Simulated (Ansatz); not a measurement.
Total energies of CH4AlFO2S.

```tsv
atom	x (Å)	y (Å)	z (Å)
O1	-0.572	-0.592	0.395
C2	-0.247	0.563	-0.499
F3	-0.939	1.603	0.068
S4	-0.818	0.287	-2.187
O5	1.049	0.667	-0.419
Al6	1.362	-0.592	0.851
H7	-1.257	-0.336	1.025
H8	-2.127	0.374	-1.895
H9	1.488	-0.071	2.340
H10	2.060	-1.903	0.321
```

Charge 0, multiplicity 1. The bonds changed during the relaxation, so this is another structure than the one it started from. The geometry is a stationary point of PBE0-D4/def2-TZVP. It is one conformer, not always the lowest. Basis def2-TZVPP, Ansatz.

RPA on PBE orbitals: Hartree–Fock energy of these orbitals -928.92606 Eh, correlation -1.80623 Eh (frozen core).

```tsv
functional	energy without D4 (Eh)	D4 term (kJ/mol)
LDA (SPW92)	-927.14677	–
PBE	-931.01538	-24.2
revPBE	-931.39805	-74.7
BLYP	-931.57596	-53.7
r2SCAN	-931.43973	-5.8
B97M-V	-931.39090	–
r2SCANh	-931.41797	-6.1
HSE06 (plane-wave form)	-931.04448	-19.0
BHLYP	-931.48805	-29.9
CAM-B3LYP	-931.55495	-20.7
ωB97X-V	-931.43306	–
ωB97M-V	-931.50940	–
B2PLYP	-931.19945	–
PBE-QIDH	-930.86076	–
```

Problem. Give the same for PBE0, B3LYP, r2SCAN0, LC-ωPBE. (An estimate is asked.)

Solution. The calculation gave: 
```
functional  energy without D4 (Eh)  D4 term (kJ/mol)
      PBE0              -931.07056             -20.4
     B3LYP              -931.66398             -39.2
   r2SCAN0              -931.38700              -6.8
   LC-ωPBE              -931.26328                 –
```

B3LYP takes the VWN-RPA correlation (the form of Gaussian; ORCA's B3LYP/G). HSE06 is the plane-wave form, built on full-range PBE exchange. The double hybrids freeze the cores in their second-order part.

LC-ωPBE has ω = 0.4 bohr⁻¹.
